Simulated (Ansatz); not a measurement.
`FBBr` + `C[NH][GeH3]` → `C[N]([GeH3])BF` + HBr at 700 K and 1 bar (ligand exchange at a B–Br bond).

Calculated with Ansatz (gas phase, PBE0-D4/def2-TZVP geometries, no zero-point term in ΔE). CCSD(T)/CBS adds triple-zeta CCSD(T) − MP2 to the extrapolated MP2 energy (def2 sets, frozen cores). For Br, Ge outer-core shells are correlated without core-valence functions, which leaves a few kJ/mol of doubt a bond. Scalar relativity is left out up to krypton. Each species was taken in one conformer, which may not be the lowest.

```
         species  CCSD(T)/CBS energy (Eh)  H − E (kJ/mol)  S (J/(mol·K))
          `FBBr`              -2698.59010            76.6          322.6
   `C[NH][GeH3]`              -2173.06430           268.1          408.1
`C[N]([GeH3])BF`              -2297.75856           305.4          488.9
             HBr              -2573.91920            36.5          223.7
```

H − E and S are ideal-gas, rigid-rotor, harmonic terms from PBE0-D4/def2-TZVP, for one conformer and one mirror image of each species. 1 Eh = 2625.50 kJ/mol, R = 8.31446 J/(mol·K).

Q: By hand: ΔE, ΔH, ΔS and ΔG.

A: ΔE = (-2297.75856) + (-2573.91920) − (-2698.59010) − (-2173.06430) = -0.02336 Eh = -61.3 kJ/mol. Δ(H − E) = 305.4 + 36.5 − 76.6 − 268.1 = -2.8, so ΔH = -64.1 kJ/mol. ΔS = 488.9 + 223.7 − 322.6 − 408.1 = -18.1 J/(mol·K). ΔG = -64.1 − 700 × (-18.1)/1000 = -51.4 kJ/mol.

Q: By hand: the equilibrium constant, and the temperature at which ΔG would vanish if ΔH and ΔS stayed fixed.

A: log₁₀ K = −ΔG/(RT ln 10) = 3.8. ΔG = 0 at ΔH/ΔS = 3541 K, far beyond where these terms or the molecules hold.

ΔH outweighs TΔS. A doubt of 5 kJ/mol in ΔE shifts log₁₀ K by 0.4 here. Other conformers and mirror images would add mixing entropy, several J/(mol·K) or more a flexible species. Modes under 60 cm⁻¹, often nearly free rotors, make the harmonic entropy too high. These are equilibria of isolated gas molecules and say nothing of rates. Largest T1 diagnostic: 0.012 (customary marks: 0.02 for closed shells, 0.045 for open ones).
